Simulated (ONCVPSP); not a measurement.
nitrogen, ONCV: configuration errors across variants

* Element: nitrogen (N)
* Generator: ONCVPSP 4.0.1
* Type: optimised norm-conserving Vanderbilt (ONCV)
* Functional: PBE
* Relativity: scalar-relativistic
* Frozen core: [He]
* Valence charge: 5
* Reference configuration: 2s2 2p3
* Partial waves: 2s: rc 0.75 bohr, ncon 3, nbas 6, qcut 9.5 1/bohr, 2 projectors, debl 2.9 Ha; 2p: rc 1.90 bohr, ncon 4, nbas 8, qcut 7.4 1/bohr, 1 projector
* Local potential: polynomial inside 0.50 bohr (lpopt 5, dvloc0 2 Ha)
* Core correction: polynomial model core, fcfact 0.55

All-electron excitation energies from the reference (eV): (1) 2s2 2p2 13.591; (2) 2s2 2p1 42.445; (3) 2s2 2p0 89.527; (4) 2s1 2p4 11.507.

A true bound ghost makes a file unfit for plane-wave use even where its test errors are small: the radial tests pick states by their node count and pass the ghost by.

Errors AE − PS in meV (a dash: test not solved or not reliable):

| change | (1) | (2) | (3) | (4) | bound ghosts | GHOST(+) flags above zero |
| --- | --- | --- | --- | --- | --- | --- |
| base | +31 | +310 | +1331 | -3.1 | none | s |
| local potential polynomial inside 0.50 bohr (lpopt 5, dvloc0 -2 Ha) | +32 | +318 | +1331 | -3.1 | none | s, p |
| all radii but the core radius scaled by about 0.85 (s 0.64, p 1.62 bohr); local potential polynomial inside 0.42 bohr (lpopt 5, dvloc0 2 Ha) | +18 | +196 | +884 | 0.0 | s | none |
| p: nproj 3 | +41 | +340 | +1331 | -2.9 | none | s |
| local potential polynomial inside 0.50 bohr (lpopt 2, dvloc0 0 Ha) | +31 | +310 | +1331 | -3.1 | none | none |
| core correction Teter function, fcfact 2, rcfact 1.55 | +30 | +305 | +1317 | -3.0 | none | s |
| s: ncon 4, nbas 7 | +31 | +307 | +1322 | -1.9 | s | none |

Task: Give the same row for: s: qcut 7.7.

Result: +31, +310, +1333, -2.6; bound ghosts: none; GHOST(+) flags above zero: s.
